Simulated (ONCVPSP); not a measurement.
## Before and after: ONCV potential for tellurium (Te)

```
Element                 : Te (Z = 52)
Generator               : ONCVPSP 4.0.1
Type                    : optimised norm-conserving Vanderbilt (ONCV)
Functional              : Wu-Cohen
Relativity              : scalar-relativistic
Frozen core             : [Ar] 3d10
Valence charge          : 24
Reference configuration : 4s2 4p6 4d10 5s2 5p4
Partial waves           : 4s+5s: rc 1.25 bohr, ncon 3, nbas 6, qcut 8.4 1/bohr, 2 projectors; 4p+5p: rc 1.60 bohr, ncon 5, nbas 9, qcut 8.7 1/bohr, 2 projectors; 4d: rc 0.85 bohr, ncon 3, nbas 7, qcut 9.8 1/bohr, 3 projectors, debl 0.5 Ha
Local potential         : polynomial inside 0.75 bohr (lpopt 5, dvloc0 6 Ha)
Core correction         : Teter function fitted to the true core (icmod 2), fcfact 0.3
```

In the d channel the program set the typed energies aside and used -1.528, 0.250, 0.750 Ha.

Change: s: qcut 8.9; p: qcut 9.3; d: qcut 10.4.

Cutoffs: the cutoffs (Ha) at which the residual kinetic energy of the hardest occupied pseudo-wave falls to 1 and 0.1 mHa per electron; they do not see the model core or the augmentation charge, which bear on the density cutoff. Errors are all-electron minus pseudo energies relative to the spin-unpolarised reference configuration.

Q: What does the change do?

A: The potential gets softer (54 Ha and 239 Ha → 53 Ha and 147 Ha); both files keep a bound ghost (d); the errors of the 4 common tests hardly move.

| quantity | base | changed |
| --- | --- | --- |
| cutoff, loose | 54 Ha | 53 Ha |
| cutoff, tight | 239 Ha | 147 Ha |
| loose cutoff by channel | s 29 Ha, p 28 Ha, d 54 Ha | s 31 Ha, p 28 Ha, d 53 Ha |
| bound ghosts | d | d |
| GHOST(+) flags under 300 eV | s at 152.4 eV | s at 161.2 eV |
| error for 4s2 4p6 4d10 5s2 5p3, meV [ΔE 9.76 eV] | -2.3 | -2.3 |
| error for 4s2 4p6 4d10 5s2 5p2, meV [ΔE 27.75 eV] | -6.9 | -7.0 |
| error for 4s2 4p6 4d10 5s2 5p1, meV [ΔE 54.75 eV] | -14 | -14 |
| error for 4s2 4p6 4d10 5s1 5p4, meV [ΔE 19.65 eV] | -4.0 | -3.8 |
| s: phases at 1.27 bohr within 0.05 rad from the reference energy up to (Ha; the scan ends near 5) | 4.6 | to the end of the scan |
| p: phases at 1.62 bohr within 0.05 rad from the reference energy up to (Ha; the scan ends near 5) | to the end of the scan | to the end of the scan |
| d: phases at 0.86 bohr within 0.05 rad from the reference energy up to (Ha; the scan ends near 5) | to the end of the scan | to the end of the scan |
| rms error of d²Exc/dni dnj with the model core, mHa | 1.23 | 1.12 |

 A true bound ghost makes a file unfit for plane-wave use even where its test errors are small: the radial tests pick states by their node count and pass the ghost by.
